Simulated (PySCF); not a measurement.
# `InChI=1S/C4H6F2O2S/c1-2-3-9(7,8)4(5)6/h2,4H,1,3H2`

Molfile (atoms numbered from 1):
```
C4H6F2O2S
     RDKit          3D

 15 14  0  0  0  0  0  0  0  0999 V2000
    2.6336   -0.0877   -0.4763 C   0  0  0  0  0  0  0  0  0  0  0  0
    1.6772   -0.3649    0.3919 C   0  0  0  0  0  0  0  0  0  0  0  0
    0.4096    0.3989    0.4885 C   0  0  0  0  0  0  0  0  0  0  0  0
   -0.8604   -0.6333   -0.3206 S   0  0  0  0  0  6  0  0  0  0  0  0
   -0.6264   -0.7090   -1.7284 O   0  0  0  0  0  0  0  0  0  0  0  0
   -1.0602   -1.8502    0.4030 O   0  0  0  0  0  0  0  0  0  0  0  0
   -2.4251    0.3978   -0.0846 C   0  0  0  0  0  0  0  0  0  0  0  0
   -2.2184    1.5807   -0.6843 F   0  0  0  0  0  0  0  0  0  0  0  0
   -2.5506    0.6320    1.2323 F   0  0  0  0  0  0  0  0  0  0  0  0
    3.5283   -0.6814   -0.5385 H   0  0  0  0  0  0  0  0  0  0  0  0
    2.5617    0.7475   -1.1528 H   0  0  0  0  0  0  0  0  0  0  0  0
    1.7522   -1.2151    1.0545 H   0  0  0  0  0  0  0  0  0  0  0  0
    0.4339    1.3320   -0.0664 H   0  0  0  0  0  0  0  0  0  0  0  0
    0.0713    0.5373    1.5113 H   0  0  0  0  0  0  0  0  0  0  0  0
   -3.3312   -0.0765   -0.4759 H   0  0  0  0  0  0  0  0  0  0  0  0
  1  2  2  0
  2  3  1  0
  3  4  1  0
  4  5  2  0
  4  6  2  0
  4  7  1  0
  7  8  1  0
  7  9  1  0
  1 10  1  0
  1 11  1  0
  2 12  1  0
  3 13  1  0
  3 14  1  0
  7 15  1  0
M  END
```

Computed with GIAO PBE0/pcSseg-1 magnetisability, rotational g tensor and spin-rotation constants, non-relativistic, gas phase in PySCF 2.14.0. Geometry: GFN2-xTB.

(1) Give the nuclear spin-rotation constants along the inertial axes (H = +C I·J) beside the isotropic shieldings.

## Answers

(1) Rotational constants 2.2899, 0.9568, 0.9205 GHz. A star marks the isotopologue with that one atom substituted, in its own axes.
```tsv
atom	isotope	Caa (kHz)	Cbb (kHz)	Ccc (kHz)	mean (kHz)	σ (ppm)
F8	19F	2.950	0.765	0.633	1.449	309.4
F9	19F	3.141	0.552	0.733	1.476	311.0
H10	1H	0.181	-0.083	-0.103	-0.001	25.6
H11	1H	-0.198	0.000	-0.032	-0.077	25.7
H12	1H	-0.187	0.001	-0.034	-0.073	25.5
H13	1H	-0.237	0.014	-0.082	-0.102	28.3
H14	1H	-0.190	-0.112	0.029	-0.091	27.8
H15	1H	0.004	-0.044	-0.081	-0.040	25.4
C1	13C*	0.914	0.302	0.229	0.482	49.1
C2	13C*	0.922	0.274	0.215	0.470	59.1
C3	13C*	0.499	0.172	0.193	0.288	128.2
S4	33S*	1.045	0.374	0.329	0.583	187.5
O5	17O*	-0.571	-0.153	-0.222	-0.315	132.2
C7	13C*	0.718	0.278	0.280	0.425	59.6
```
For the geometry as given, no vibrational averaging.
